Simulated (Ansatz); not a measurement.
Reaction (redistribution): `[OH][SnH]([OH])[Cl]` + stibine → `[OH][SnH2][Cl]` + `[OH][SbH2]`

Computed with Ansatz on PBE0-D4/def2-TZVP structures; ΔE is electronic, products minus reactants. CBS: MP2 limit from def2 TZ/QZ plus the TZ coupled-cluster correction, frozen cores. DFT in def2-TZVPP. def2 core potentials past Kr. For Sb, Sn outer-core shells are correlated without core-valence functions, which leaves a few kJ/mol of doubt a bond. One conformer a species, not always the lowest.

| level | ΔE (kJ/mol) |
| --- | --- |
| r2SCANh-D4 | 39.8 |
| r2SCAN | 38.8 |
| CCSD/def2-TZVPP | 41.6 |
| HF/CBS(def2) | 35.1 |

Problem. What does CCSD(T)/CBS give? (Best estimate.)

Solution. Computed: +39.5 kJ/mol. The listed levels differ from it by 0.3, -0.7, 2.1, -4.4 kJ/mol.

Largest T1 diagnostic among the species: 0.014.

From BLYP to BHLYP (50 % exact exchange), in def2-TZVPP and without D4, ΔE moves by +3.7 kJ/mol. Leaving LDA and LC-ωPBE aside and taking each functional with its dispersion term where it has one, the values, not all of them listed here, spread over 8.4 kJ/mol, from B97M-V to PBE-QIDH. LDA lies +4.9 kJ/mol from PBE without D4. At CCSD(T), def2-SVP lies +12.4 kJ/mol from the extrapolated value and def2-TZVPP +2.9 kJ/mol.
